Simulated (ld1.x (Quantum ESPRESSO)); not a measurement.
## Configuration tests for helium (He) (ultrasoft)

ld1.x (Quantum ESPRESSO) 7.5 input, shortened:

```
&input
   title='He', zed=2., rel=1, dft='PZ', iswitch=3,
   config='[He] 2p-2'
 /
 &inputp
   pseudotype=3, tm=.true., lloc=-1, rcloc=0.80,
   nlcc=.false.,
   which_augfun='PSQ', rmatch_augfun=0.55
 /
4
1S  1  0   2.00   0.00  0.60  0.75  0.0
1S  1  0   0.00   2.20  0.60  0.75  0.0
2P  2  1  -2.00   0.25  0.65  0.85  0.0
2P  2  1  -2.00   1.00  0.65  0.85  0.0
 &test
   configts(1)='1s2'
 /
```

Energies are relative to the spin-unpolarised reference configuration 1s2; without spin polarisation the order of configurations can differ from experiment. Spin-polarised rows fill each open shell by Hund’s rule, majority spin first.

| valence configuration | charge | ΔE all-electron (eV) | error AE − PS (meV) |
| --- | --- | --- | --- |
| 1s1 | +1 | 26.485 | +10 |
| 1s1.5 | +0.5 | 10.375 | +1.8 |
| 1s1 (spin-polarised) | +1 | 24.284 | -0.7 |
| 1s1.5 (spin-polarised) | +0.5 | 10.024 | +0.1 |
